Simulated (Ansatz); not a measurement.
Geometry optimisation, Ansatz, DFT PBE, scalar-relativistic, plane waves, PAW.

The input (input.yaml):

```yaml
accuracy: low
crystal:
  lattice:
    - [5.473704, 0.0, 0.0]
    - [0.0, 5.473704, 0.0]
    - [0.0, 0.0, 5.473704]
  atoms:
    - { symbol: O, position: [0.4774721, 0.2513104, 0.2807144] }
    - { symbol: H, position: [0.5948176, 0.3826933, 0.2639986] }
    - { symbol: H, position: [0.4377056, 0.2079425, 0.113835] }
    - { symbol: O, position: [0.8837993, 0.0561054, 0.5388875] }
    - { symbol: H, position: [0.9781472, 0.1633882, 0.6432894] }
    - { symbol: H, position: [0.8822861, 0.1389716, 0.3825488] }
    - { symbol: O, position: [0.998356, 0.5600123, 0.3553773] }
    - { symbol: H, position: [0.9252595, 0.6585652, 0.2278819] }
    - { symbol: H, position: [1.0715201, 0.4245601, 0.2681386] }
    - { symbol: O, position: [0.3906327, 0.7399616, 0.3395053] }
    - { symbol: H, position: [0.5573443, 0.7991917, 0.3363545] }
    - { symbol: H, position: [0.3361952, 0.7563834, 0.1719412] }
    - { symbol: Na, position: [0.6883236, 0.528955, 0.8326631] }
    - { symbol: Cl, position: [0.2847781, 0.9473782, 0.6895892] }
basis:
  ecutwfc: 420.0
kpoints:
  mp_grid: { grid: [1, 1, 1] }
hamiltonian:
  xc: pbe
scf:
  occupations: { method: fermi_dirac, width: 0.05 }
  lower_state_search: "off"
relax:
  f_tol: 0.3
  max_steps: 15
  adjacent_minimum: "off"
output:
  write_density: true
  write_potential: true
  elf: true
  volumetric_format: npy
```

Command:

```bash
$ ansatz run input.yaml --threads 1 --pin off --max-ram 3072MiB --backend cpu --events-out ev --progress --plain --runs-dir out
```

Q: Where does it end, and by what steps?

A: It did not converge within its limit. Limits of this set-up: coarse k mesh, low accuracy level. After 14 steps the energy has fallen by 6.020 eV; Cl14 moved furthest, 1.58 Å. Joined: O4–Na13, O10–Na13.

```tsv
step	energy less start (eV)	largest force component (eV/Å)	accepted
0	0.0000	4.911	yes
1	-1.4958	3.290	yes
2	-2.6943	2.111	yes
3	-3.6670	2.414	yes
4	-4.3620	2.633	yes
5	-4.8193	1.500	yes
6	-5.1581	0.378	yes
7	-5.3173	0.388	yes
8	-5.4416	0.410	yes
9	-5.5625	0.529	yes
10	-5.6802	0.531	yes
11	-5.7258	1.538	yes
12	-5.7629	2.147	yes
13	-5.8861	1.529	yes
14	-6.0204	1.181	yes
```

```xyz
14
Lattice="5.4737 0.0000 0.0000 0.0000 5.4737 0.0000 0.0000 0.0000 5.4737" Properties=species:S:1:pos:R:3
O 2.908 1.555 0.262
H 2.529 2.357 0.717
H 2.134 0.985 0.073
O 4.331 0.581 3.152
H 4.991 0.179 3.769
H 4.852 0.928 2.395
O 5.552 2.680 1.906
H 5.565 3.260 1.103
H 6.476 2.823 2.267
O 2.680 4.111 1.972
H 3.162 4.919 2.266
H 2.078 4.426 1.254
Na 3.936 2.931 3.678
Cl 0.841 4.476 4.989
```

Run time: 19 s on 1 thread of Arm Neoverse V1, with other jobs on the host, peak memory 0.31 GiB.
